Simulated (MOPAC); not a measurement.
Input file for MOPAC: PM6 on FHOSn (SMILES [OH][Sn][F]), a point of a torsion scan.

```
PM6 1SCF PRECISE CHARGE=0 THREADS=1
FHOSn

O     -1.03094198 1     0.05722285 1     0.04412164 1
Sn     0.71705879 1     0.98513272 1    -0.08742189 1
F      2.12769300 1    -0.55991444 1     0.08877569 1
H     -1.81357241 1    -0.48194859 1    -0.04397631 1
```

It printed:

```
*******************************************************************************
 **                                                                           **
 **                              MOPAC v23.2.5                                **
 **                                                                           **
 *******************************************************************************
 ** MOPAC's Digital Object Identifier: https://doi.org/10.5281/zenodo.6511958 **
 **                                                                           **
 ** Please cite the open-source release paper for use of this MOPAC version:  **
 ** J. E. Moussa and J. J. P. Stewart (2026)                                  **
 ** MOPAC: An open-source semiempirical molecular orbital program             **
 ** J. Open Source Softw., 11(119), 8025, https://doi.org/10.21105/joss.08025 **
 *******************************************************************************

                              PM6 CALCULATION RESULTS

 *******************************************************************************
 *  PM6        - The PM6 Hamiltonian to be used
 *
 *
 *
 *                 CHARGE ON SYSTEM = 0
 *
 *
 *
 *  PRECISE    - TIGHTER CRITERIA TO BE USED
 *  1SCF       - DO 1 SCF AND THEN STOP
 *  THREADS=1  - MULTI-THREADING NOT USED
 *  T=         - A TIME OF 172800.0 SECONDS REQUESTED
 *  DUMP=N     - RESTART FILE WRITTEN EVERY 7200.0 SECONDS REQUESTED
 *******************************************************************************
PM6 1SCF PRECISE CHARGE=0 THREADS=1
 FHOSn

   ATOM   CHEMICAL          X               Y               Z
  NUMBER   SYMBOL      (ANGSTROMS)     (ANGSTROMS)     (ANGSTROMS)

     1       O         -1.03094198  *   0.05722285  *   0.04412164  *
     2      Sn          0.71705879  *   0.98513272  *  -0.08742189  *
     3       F          2.12769300  *  -0.55991444  *   0.08877569  *
     4       H         -1.81357241  *  -0.48194859  *  -0.04397631  *



          CARTESIAN COORDINATES

    NO.       ATOM           X           Y           Z

     1         O         -1.0309      0.0572      0.0441
     2        Sn          0.7171      0.9851     -0.0874
     3         F          2.1277     -0.5599      0.0888
     4         H         -1.8136     -0.4819     -0.0440

 General Reference for PM6:
 "Optimization of Parameters for Semiempirical Methods V: Modification of NDDO Approximations
 and Application to 70 Elements", J. J. P. Stewart, J. Mol. Mod., 13, 1173-1213 (2007)
 URL: https://link.springer.com/article/10.1007/s00894-007-0233-4

           Empirical Formula: H O Sn F  =     4 atoms



      MOLECULAR POINT GROUP   :   C1


      RHF CALCULATION, NO. OF DOUBLY OCCUPIED LEVELS = 9


 -------------------------------------------------------------------------------
 PM6 1SCF PRECISE CHARGE=0 THREADS=1
 FHOSn



     1SCF WAS SPECIFIED, SO BFGS WAS NOT USED
     SCF FIELD WAS ACHIEVED


                              PM6 CALCULATION
                                                       MOPAC v23.2.5 Linux




          FINAL HEAT OF FORMATION =        -89.57603 KCAL/MOL =    -374.78610 KJ/MOL


          COSMO AREA              =        101.31 SQUARE ANGSTROMS
          COSMO VOLUME            =         88.18 CUBIC ANGSTROMS

          IONIZATION POTENTIAL    =          9.358102 EV
          HOMO LUMO ENERGIES (EV) =         -9.358 -0.925
          NO. OF FILLED LEVELS    =          9
          MOLECULAR WEIGHT        =        154.6957         POINT GROUP:  C1

          MOLECULAR DIMENSIONS (Angstroms)

            Atom       Atom       Distance
            H     4    F     3     3.94427
            F     3   Sn     2     1.52220
            H     4    O     1     0.10834


          SCF CALCULATIONS        =          1





   ATOM   CHEMICAL          X               Y               Z
  NUMBER   SYMBOL      (ANGSTROMS)     (ANGSTROMS)     (ANGSTROMS)

     1       O         -1.03094198  *   0.05722285  *   0.04412164  *
     2      Sn          0.71705879  *   0.98513272  *  -0.08742189  *
     3       F          2.12769300  *  -0.55991444  *   0.08877569  *
     4       H         -1.81357241  *  -0.48194859  *  -0.04397631  *

                             CARTESIAN COORDINATES

   1    O       -1.030941980     0.057222850     0.044121640
   2   Sn        0.717058790     0.985132720    -0.087421890
   3    F        2.127693000    -0.559914440     0.088775690
   4    H       -1.813572410    -0.481948590    -0.043976310


           Empirical Formula: H O Sn F  =     4 atoms



      MOLECULAR POINT GROUP   :   C1


                  EIGENVALUES
 -36.17192 -26.57037 -18.50559 -13.53465 -13.18804 -13.14341 -12.18312 -11.92856
  -9.35810  -0.92493   0.76865   0.98140   6.18749


              NET ATOMIC CHARGES AND DIPOLE CONTRIBUTIONS

  ATOM NO.   TYPE          CHARGE      No. of ELECS.   s-Pop       p-Pop
    1          O          -0.909419        6.9094     1.68646     5.22296
    2         Sn           1.130090        2.8699     1.85806     1.01185
    3          F          -0.600783        7.6008     1.98476     5.61602
    4          H           0.380112        0.6199     0.61989
 DIPOLE           X         Y         Z       TOTAL
 POINT-CHG.    -1.055     5.833    -1.004     6.012
 HYBRID        -0.882    -3.055     0.285     3.193
 SUM           -1.938     2.778    -0.719     3.463


          ATOMIC ORBITAL ELECTRON POPULATIONS

     Atom    s        px        py        pz
    1  O   1.68646   1.53220   1.79129   1.89947
    2 Sn   1.85806   0.36394   0.52768   0.12023
    3  F   1.98476   1.82273   1.81856   1.97473
    4  H   0.61989

 **********************
 *                    *
 * JOB ENDED NORMALLY *
 *                    *
 **********************




 == MOPAC DONE ==
```

The run finished.

Cost: around 0.020 core-seconds (rough).
